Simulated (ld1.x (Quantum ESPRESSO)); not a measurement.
# Reading a pseudo-wave (C)

Columns: radius, all-electron u(r) and pseudo u(r) of the 2s shell (level -13.77 eV) of carbon in the configuration [He] 2s1.75 2p2.25; PBEsol, scalar-relativistic, RRKJ scheme, ld1.x (Quantum ESPRESSO) 7.5.

```json
{"r (bohr)": "0.093", "all-electron": "0.3226", "pseudo": "-0.0220"}
{"r (bohr)": "0.185", "all-electron": "0.3275", "pseudo": "-0.0657"}
{"r (bohr)": "0.278", "all-electron": "0.1947", "pseudo": "-0.1386"}
{"r (bohr)": "0.370", "all-electron": "0.0152", "pseudo": "-0.2292"}
{"r (bohr)": "0.463", "all-electron": "-0.1702", "pseudo": "-0.3250"}
{"r (bohr)": "0.555", "all-electron": "-0.3369", "pseudo": "-0.4177"}
{"r (bohr)": "0.648", "all-electron": "-0.4800", "pseudo": "-0.5104"}
{"r (bohr)": "0.740", "all-electron": "-0.5943", "pseudo": "-0.6008"}
{"r (bohr)": "0.833", "all-electron": "-0.6828", "pseudo": "-0.6830"}
{"r (bohr)": "0.925", "all-electron": "-0.7456", "pseudo": "-0.7456"}
{"r (bohr)": "1.018", "all-electron": "-0.7874", "pseudo": "-0.7874"}
{"r (bohr)": "1.110", "all-electron": "-0.8105", "pseudo": "-0.8105"}
{"r (bohr)": "1.203", "all-electron": "-0.8188", "pseudo": "-0.8188"}
{"r (bohr)": "1.295", "all-electron": "-0.8148", "pseudo": "-0.8148"}
{"r (bohr)": "1.388", "all-electron": "-0.8012", "pseudo": "-0.8012"}
{"r (bohr)": "1.480", "all-electron": "-0.7805", "pseudo": "-0.7805"}
{"r (bohr)": "1.573", "all-electron": "-0.7540", "pseudo": "-0.7540"}
{"r (bohr)": "1.665", "all-electron": "-0.7239", "pseudo": "-0.7239"}
{"r (bohr)": "1.758", "all-electron": "-0.6909", "pseudo": "-0.6909"}
{"r (bohr)": "1.850", "all-electron": "-0.6565", "pseudo": "-0.6565"}
{"r (bohr)": "1.943", "all-electron": "-0.6210", "pseudo": "-0.6210"}
{"r (bohr)": "2.035", "all-electron": "-0.5857", "pseudo": "-0.5857"}
{"r (bohr)": "2.128", "all-electron": "-0.5503", "pseudo": "-0.5503"}
{"r (bohr)": "2.220", "all-electron": "-0.5161", "pseudo": "-0.5161"}
{"r (bohr)": "2.313", "all-electron": "-0.4824", "pseudo": "-0.4824"}
{"r (bohr)": "2.405", "all-electron": "-0.4504", "pseudo": "-0.4504"}
```

(1) How many radial nodes do the two functions have?

(2) At about which radius was the pseudo-wave matched?

(3) Is the pseudo-wave norm-conserving?

## Answers

(1) The all-electron 2s function has n − l − 1 = 1; the pseudo-wave has 0, since the states of the same l below it are removed with the core.

(2) 0.90 bohr, where the columns begin to agree (steps of 0.09 bohr).

(3) Yes: the RRKJ scheme keeps the norm inside the radius equal to the all-electron one, which fixes the energy derivative of the logarithmic derivative at the level.
